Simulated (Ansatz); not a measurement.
Born–Oppenheimer molecular dynamics of a periodic cell of 17 atoms, Si16O (host Si, host structure diamond, interstitial O). It goes on from the last frame of an earlier run, with new velocities.

Level of theory: Ansatz, DFT LDA, scalar-relativistic, plane waves, PAW. Settings: PAW set soft_1, cutoff 420 eV, k mesh 2x2x2, fermi-dirac smearing 0.05 eV, spin collinear.

```
ensemble                      : NVE (velocity Verlet)
time step                     : 1 fs
steps asked                   : 270
starting velocities drawn for : 1260 K
seed                          : 877116
```

Frames 1 fs apart, positions in Å, forces in eV/Å.

Velocities at 40 fs (Å/ps):

```
Si -2.19 0.91 2.15
Si 4.77 0.36 5.06
Si 1.84 4.37 -7.55
Si -4.97 1.86 4.27
Si -0.20 1.40 3.98
Si 10.96 -0.46 1.87
Si -1.38 -6.46 -7.74
Si 5.30 0.89 3.58
Si -0.41 -7.57 8.64
Si -2.48 2.90 -0.50
Si -2.49 -5.48 1.90
Si 1.15 2.47 -9.12
Si -6.34 -1.62 -0.54
Si -5.14 -7.06 6.06
Si -1.84 6.62 -5.56
Si 3.34 -0.18 -6.58
O 0.18 12.37 0.13
```

```xyz
17
Lattice="0.0000 5.4300 5.4300 5.4300 0.0000 5.4300 5.4300 5.4300 0.0000" Properties=species:S:1:pos:R:3:forces:R:3 time_fs=40 energy_less_start_eV=0.969 T=792
Si -0.131 0.073 0.340 1.33 0.10 -0.19
Si 1.607 1.299 1.546 -1.54 0.38 0.22
Si 2.704 2.563 -0.036 0.20 -0.58 -1.40
Si 3.808 4.029 1.269 0.28 -0.39 0.86
Si 2.891 -0.042 2.890 -0.65 -0.70 -0.62
Si 4.278 1.348 4.139 -0.97 -0.08 0.23
Si 5.248 2.410 2.406 0.12 1.78 -0.84
Si 6.296 4.221 3.681 1.85 -1.39 -0.68
Si 0.011 2.531 3.004 0.09 -0.34 -1.16
Si 1.076 4.140 4.249 1.22 0.49 -0.50
Si 2.648 5.355 2.775 -1.05 0.54 0.05
Si 4.168 6.478 4.269 -0.56 -0.07 -0.25
Si 2.746 2.780 5.225 -0.84 -0.71 0.46
Si 4.032 3.743 6.883 -0.17 0.30 1.55
Si 5.412 5.028 5.607 0.07 0.24 -0.40
Si 6.765 6.642 6.456 1.16 0.24 1.49
O 7.482 8.348 9.321 -0.55 0.18 1.20
17
Lattice="0.0000 5.4300 5.4300 5.4300 0.0000 5.4300 5.4300 5.4300 0.0000" Properties=species:S:1:pos:R:3:forces:R:3 time_fs=41 energy_less_start_eV=0.976 T=788
Si -0.133 0.074 0.342 1.36 0.08 -0.12
Si 1.612 1.299 1.551 -1.56 0.43 0.13
Si 2.706 2.567 -0.044 0.23 -0.65 -1.21
Si 3.803 4.031 1.274 0.33 -0.43 0.79
Si 2.890 -0.041 2.894 -0.56 -0.69 -0.61
Si 4.289 1.347 4.141 -1.08 -0.03 0.21
Si 5.247 2.404 2.398 0.13 1.83 -0.81
Si 6.301 4.222 3.684 1.71 -1.33 -0.78
Si 0.011 2.523 3.013 0.16 -0.22 -1.28
Si 1.074 4.143 4.248 1.18 0.46 -0.47
Si 2.645 5.350 2.777 -1.05 0.60 0.04
Si 4.169 6.481 4.260 -0.64 -0.15 -0.14
Si 2.739 2.778 5.224 -0.73 -0.70 0.44
Si 4.027 3.736 6.889 -0.07 0.39 1.44
Si 5.410 5.035 5.602 -0.05 0.12 -0.29
Si 6.769 6.642 6.450 1.13 0.21 1.52
O 7.482 8.360 9.321 -0.51 0.08 1.14
17
Lattice="0.0000 5.4300 5.4300 5.4300 0.0000 5.4300 5.4300 5.4300 0.0000" Properties=species:S:1:pos:R:3:forces:R:3 time_fs=42 energy_less_start_eV=0.985 T=784
Si -0.134 0.075 0.344 1.39 0.06 -0.06
Si 1.616 1.300 1.556 -1.56 0.47 0.03
Si 2.708 2.571 -0.052 0.28 -0.72 -1.00
Si 3.798 4.033 1.278 0.38 -0.48 0.72
Si 2.890 -0.040 2.898 -0.48 -0.68 -0.60
Si 4.299 1.347 4.143 -1.18 0.02 0.17
Si 5.245 2.399 2.390 0.14 1.87 -0.77
Si 6.308 4.222 3.687 1.55 -1.25 -0.86
Si 0.011 2.515 3.021 0.24 -0.08 -1.40
Si 1.072 4.146 4.247 1.14 0.41 -0.44
Si 2.642 5.345 2.779 -1.05 0.67 0.02
Si 4.170 6.483 4.251 -0.73 -0.23 -0.03
Si 2.733 2.776 5.224 -0.61 -0.68 0.42
Si 4.021 3.729 6.896 0.01 0.48 1.34
Si 5.408 5.041 5.596 -0.15 0.01 -0.18
Si 6.773 6.642 6.444 1.09 0.18 1.55
O 7.482 8.373 9.323 -0.46 -0.02 1.07
17
Lattice="0.0000 5.4300 5.4300 5.4300 0.0000 5.4300 5.4300 5.4300 0.0000" Properties=species:S:1:pos:R:3:forces:R:3 time_fs=43 energy_less_start_eV=0.998 T=777
Si -0.135 0.076 0.346 1.41 0.03 0.01
Si 1.619 1.300 1.561 -1.57 0.51 -0.06
Si 2.710 2.575 -0.061 0.33 -0.80 -0.77
Si 3.794 4.034 1.283 0.43 -0.53 0.63
Si 2.889 -0.039 2.901 -0.39 -0.66 -0.58
Si 4.309 1.346 4.145 -1.27 0.07 0.13
Si 5.244 2.394 2.381 0.14 1.89 -0.73
Si 6.314 4.222 3.690 1.37 -1.14 -0.94
Si 0.010 2.508 3.028 0.33 0.06 -1.52
Si 1.071 4.149 4.246 1.09 0.37 -0.40
Si 2.639 5.340 2.781 -1.05 0.73 0.01
Si 4.170 6.485 4.242 -0.82 -0.32 0.09
Si 2.726 2.773 5.224 -0.48 -0.66 0.40
Si 4.016 3.722 6.903 0.09 0.56 1.22
Si 5.406 5.048 5.590 -0.25 -0.10 -0.08
Si 6.777 6.642 6.439 1.05 0.14 1.58
O 7.481 8.385 9.324 -0.40 -0.14 0.99
17
Lattice="0.0000 5.4300 5.4300 5.4300 0.0000 5.4300 5.4300 5.4300 0.0000" Properties=species:S:1:pos:R:3:forces:R:3 time_fs=44 energy_less_start_eV=1.017 T=768
Si -0.136 0.077 0.348 1.43 0.00 0.07
Si 1.622 1.301 1.567 -1.56 0.54 -0.15
Si 2.712 2.578 -0.070 0.39 -0.87 -0.52
Si 3.789 4.035 1.289 0.47 -0.57 0.55
Si 2.888 -0.039 2.905 -0.30 -0.63 -0.57
Si 4.319 1.346 4.147 -1.35 0.12 0.09
Si 5.243 2.389 2.373 0.14 1.90 -0.68
Si 6.322 4.221 3.693 1.16 -1.01 -1.00
Si 0.010 2.500 3.035 0.42 0.21 -1.62
Si 1.069 4.153 4.245 1.04 0.32 -0.37
Si 2.635 5.335 2.783 -1.04 0.79 -0.01
Si 4.171 6.488 4.233 -0.91 -0.41 0.21
Si 2.719 2.771 5.224 -0.36 -0.63 0.39
Si 4.011 3.716 6.911 0.15 0.63 1.11
Si 5.404 5.055 5.585 -0.33 -0.20 0.02
Si 6.782 6.642 6.434 0.99 0.10 1.61
O 7.481 8.398 9.327 -0.33 -0.28 0.89
17
Lattice="0.0000 5.4300 5.4300 5.4300 0.0000 5.4300 5.4300 5.4300 0.0000" Properties=species:S:1:pos:R:3:forces:R:3 time_fs=45 energy_less_start_eV=1.041 T=757
Si -0.136 0.078 0.350 1.43 -0.02 0.13
Si 1.625 1.302 1.572 -1.56 0.57 -0.24
Si 2.714 2.582 -0.079 0.46 -0.94 -0.25
Si 3.785 4.037 1.294 0.52 -0.61 0.45
Si 2.888 -0.038 2.908 -0.22 -0.60 -0.57
Si 4.328 1.345 4.149 -1.43 0.17 0.04
Si 5.242 2.386 2.364 0.13 1.90 -0.62
Si 6.329 4.220 3.695 0.93 -0.86 -1.07
Si 0.010 2.492 3.042 0.51 0.36 -1.72
Si 1.069 4.156 4.244 0.98 0.26 -0.33
Si 2.631 5.330 2.785 -1.02 0.84 -0.03
Si 4.171 6.490 4.224 -1.00 -0.50 0.33
Si 2.711 2.768 5.224 -0.23 -0.59 0.37
Si 4.006 3.710 6.919 0.21 0.69 0.99
Si 5.402 5.061 5.579 -0.40 -0.29 0.10
Si 6.787 6.642 6.430 0.93 0.05 1.63
O 7.479 8.410 9.330 -0.25 -0.43 0.79
17
Lattice="0.0000 5.4300 5.4300 5.4300 0.0000 5.4300 5.4300 5.4300 0.0000" Properties=species:S:1:pos:R:3:forces:R:3 time_fs=46 energy_less_start_eV=1.071 T=742
Si -0.136 0.079 0.353 1.43 -0.05 0.18
Si 1.626 1.304 1.577 -1.54 0.60 -0.32
Si 2.717 2.584 -0.088 0.54 -1.02 0.03
Si 3.780 4.037 1.299 0.56 -0.64 0.36
Si 2.886 -0.038 2.911 -0.13 -0.57 -0.56
Si 4.337 1.345 4.152 -1.50 0.22 -0.02
Si 5.241 2.383 2.355 0.13 1.89 -0.55
Si 6.337 4.219 3.697 0.68 -0.67 -1.13
Si 0.010 2.485 3.048 0.59 0.51 -1.82
Si 1.068 4.160 4.243 0.92 0.20 -0.30
Si 2.626 5.326 2.787 -1.00 0.90 -0.05
Si 4.170 6.492 4.215 -1.08 -0.59 0.44
Si 2.704 2.766 5.224 -0.10 -0.55 0.36
Si 4.001 3.704 6.927 0.26 0.75 0.88
Si 5.400 5.068 5.573 -0.46 -0.38 0.17
Si 6.792 6.642 6.426 0.85 -0.01 1.65
O 7.478 8.422 9.333 -0.16 -0.60 0.68
17
Lattice="0.0000 5.4300 5.4300 5.4300 0.0000 5.4300 5.4300 5.4300 0.0000" Properties=species:S:1:pos:R:3:forces:R:3 time_fs=47 energy_less_start_eV=1.108 T=724
Si -0.135 0.080 0.355 1.42 -0.08 0.23
Si 1.628 1.305 1.581 -1.52 0.62 -0.40
Si 2.720 2.587 -0.097 0.62 -1.09 0.32
Si 3.776 4.038 1.305 0.61 -0.67 0.26
Si 2.885 -0.038 2.913 -0.05 -0.53 -0.55
Si 4.345 1.345 4.154 -1.56 0.26 -0.08
Si 5.239 2.381 2.345 0.13 1.88 -0.47
Si 6.345 4.218 3.699 0.40 -0.46 -1.18
Si 0.011 2.478 3.053 0.68 0.66 -1.90
Si 1.068 4.164 4.242 0.86 0.14 -0.26
Si 2.621 5.322 2.789 -0.98 0.95 -0.07
Si 4.170 6.493 4.206 -1.16 -0.68 0.55
Si 2.697 2.763 5.225 0.04 -0.50 0.34
Si 3.996 3.698 6.936 0.31 0.80 0.76
Si 5.397 5.074 5.567 -0.51 -0.46 0.24
Si 6.798 6.643 6.423 0.77 -0.07 1.66
O 7.477 8.433 9.337 -0.05 -0.78 0.57
17
Lattice="0.0000 5.4300 5.4300 5.4300 0.0000 5.4300 5.4300 5.4300 0.0000" Properties=species:S:1:pos:R:3:forces:R:3 time_fs=48 energy_less_start_eV=1.151 T=703
Si -0.133 0.081 0.357 1.40 -0.11 0.27
Si 1.628 1.307 1.586 -1.49 0.63 -0.48
Si 2.722 2.589 -0.106 0.71 -1.16 0.61
Si 3.773 4.039 1.311 0.64 -0.70 0.15
Si 2.884 -0.038 2.916 0.03 -0.48 -0.55
Si 4.352 1.345 4.156 -1.62 0.31 -0.14
Si 5.239 2.379 2.336 0.12 1.85 -0.39
Si 6.354 4.216 3.700 0.10 -0.23 -1.23
Si 0.011 2.470 3.057 0.76 0.81 -1.97
Si 1.069 4.167 4.240 0.79 0.08 -0.22
Si 2.616 5.319 2.790 -0.95 1.00 -0.09
Si 4.168 6.495 4.197 -1.24 -0.77 0.65
Si 2.689 2.759 5.225 0.17 -0.45 0.33
Si 3.991 3.692 6.945 0.35 0.85 0.63
Si 5.395 5.080 5.562 -0.54 -0.53 0.30
Si 6.803 6.643 6.421 0.68 -0.13 1.67
O 7.476 8.444 9.341 0.08 -0.97 0.45
17
Lattice="0.0000 5.4300 5.4300 5.4300 0.0000 5.4300 5.4300 5.4300 0.0000" Properties=species:S:1:pos:R:3:forces:R:3 time_fs=49 energy_less_start_eV=1.200 T=680
Si -0.131 0.082 0.359 1.38 -0.14 0.31
Si 1.629 1.309 1.591 -1.45 0.64 -0.55
Si 2.725 2.591 -0.115 0.80 -1.23 0.90
Si 3.769 4.039 1.317 0.68 -0.72 0.05
Si 2.883 -0.039 2.918 0.10 -0.43 -0.55
Si 4.359 1.344 4.158 -1.67 0.36 -0.20
Si 5.237 2.378 2.326 0.12 1.83 -0.30
Si 6.362 4.214 3.700 -0.22 0.02 -1.28
Si 0.012 2.464 3.061 0.84 0.95 -2.03
Si 1.069 4.171 4.239 0.72 0.01 -0.17
Si 2.611 5.316 2.792 -0.91 1.04 -0.12
Si 4.167 6.496 4.189 -1.30 -0.85 0.75
Si 2.682 2.756 5.226 0.31 -0.39 0.32
Si 3.986 3.687 6.954 0.38 0.89 0.51
Si 5.392 5.087 5.556 -0.56 -0.60 0.35
Si 6.810 6.643 6.419 0.58 -0.20 1.68
O 7.474 8.455 9.346 0.21 -1.18 0.34
17
Lattice="0.0000 5.4300 5.4300 5.4300 0.0000 5.4300 5.4300 5.4300 0.0000" Properties=species:S:1:pos:R:3:forces:R:3 time_fs=50 energy_less_start_eV=1.253 T=654
Si -0.129 0.083 0.362 1.35 -0.16 0.34
Si 1.628 1.311 1.595 -1.41 0.64 -0.62
Si 2.729 2.592 -0.123 0.88 -1.30 1.19
Si 3.766 4.039 1.322 0.72 -0.73 -0.05
Si 2.882 -0.039 2.920 0.17 -0.38 -0.55
Si 4.366 1.344 4.160 -1.71 0.40 -0.26
Si 5.237 2.378 2.317 0.12 1.79 -0.21
Si 6.370 4.212 3.700 -0.55 0.27 -1.32
Si 0.013 2.457 3.064 0.90 1.08 -2.08
Si 1.070 4.175 4.237 0.65 -0.06 -0.13
Si 2.605 5.313 2.794 -0.87 1.08 -0.15
Si 4.165 6.497 4.181 -1.36 -0.92 0.83
Si 2.675 2.752 5.226 0.44 -0.33 0.30
Si 3.982 3.682 6.964 0.40 0.92 0.39
Si 5.389 5.092 5.551 -0.58 -0.66 0.40
Si 6.816 6.643 6.418 0.47 -0.26 1.69
O 7.473 8.465 9.350 0.35 -1.39 0.23
17
Lattice="0.0000 5.4300 5.4300 5.4300 0.0000 5.4300 5.4300 5.4300 0.0000" Properties=species:S:1:pos:R:3:forces:R:3 time_fs=51 energy_less_start_eV=1.309 T=627
Si -0.126 0.084 0.364 1.31 -0.18 0.37
Si 1.628 1.313 1.599 -1.36 0.64 -0.68
Si 2.732 2.593 -0.131 0.97 -1.36 1.47
Si 3.763 4.038 1.328 0.75 -0.74 -0.15
Si 2.881 -0.040 2.922 0.23 -0.32 -0.55
Si 4.372 1.345 4.162 -1.74 0.44 -0.32
Si 5.236 2.378 2.307 0.12 1.75 -0.11
Si 6.378 4.211 3.700 -0.88 0.54 -1.36
Si 0.015 2.451 3.067 0.96 1.20 -2.11
Si 1.071 4.179 4.235 0.58 -0.13 -0.08
Si 2.599 5.311 2.796 -0.82 1.12 -0.18
Si 4.162 6.497 4.173 -1.40 -0.98 0.90
Si 2.668 2.749 5.227 0.57 -0.26 0.29
Si 3.977 3.677 6.973 0.43 0.95 0.27
Si 5.386 5.098 5.545 -0.58 -0.72 0.44
Si 6.822 6.642 6.417 0.36 -0.34 1.68
O 7.473 8.474 9.355 0.49 -1.60 0.12
```

Of the whole run (270 fs, mean temperature of the second half 875 K): The conserved energy stayed within 0.083 meV per atom of its start (net change -0.0027 meV per atom), so the integration is sound. A run of 0.27 ps of so small a system gives no equilibrium averages. Limits of this set-up: coarse k mesh, PAW files made for another functional, a small cell, in which the defect meets its images.

The run took 27 min on 1 thread of Intel(R) Xeon(R) 6975P-C (Granite Rapids) (shared host), peak memory 0.64 GiB.
